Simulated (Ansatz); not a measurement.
Consider the isomerisation: `O=CC(O)[SiH3]` → `CO[Si]OC`.

Program: Ansatz. Geometries: PBE0-D4/def2-TZVP. ΔE: electronic, gas phase. CCSD(T)/CBS is the MP2 limit (def2-TZVPP, def2-QZVPP) plus CCSD(T) − MP2 in def2-TZVPP, frozen cores. One conformer a species, not always the lowest.

```tsv
species	CCSD/def2-TZVPP energy (Eh)
`O=CC(O)[SiH3]`	-518.92754
`CO[Si]OC`	-518.99094
```

(1) Work out ΔE.

Largest T1 diagnostic among the species: 0.015.

Answers

(1) ΔE = (-518.99094) − (-518.92754) = -0.06340 Eh = -166.5 kJ/mol. CCSD(T)/CBS gives -164.7 kJ/mol.

From BLYP to BHLYP (50 % exact exchange), in def2-TZVPP and without D4, ΔE moves by −9.5 kJ/mol. Leaving LDA and LC-ωPBE aside and taking each functional with its dispersion term where it has one, the values, not all of them listed here, spread over 33.8 kJ/mol, from BHLYP-D4 to revPBE-D4. LDA lies −5.1 kJ/mol from PBE without D4. In def2-TZVPP, CCSD(T) changes the Hartree–Fock value by +5.4 kJ/mol (the triples alone add +5.0 kJ/mol) and MP2 by +5.2 kJ/mol.
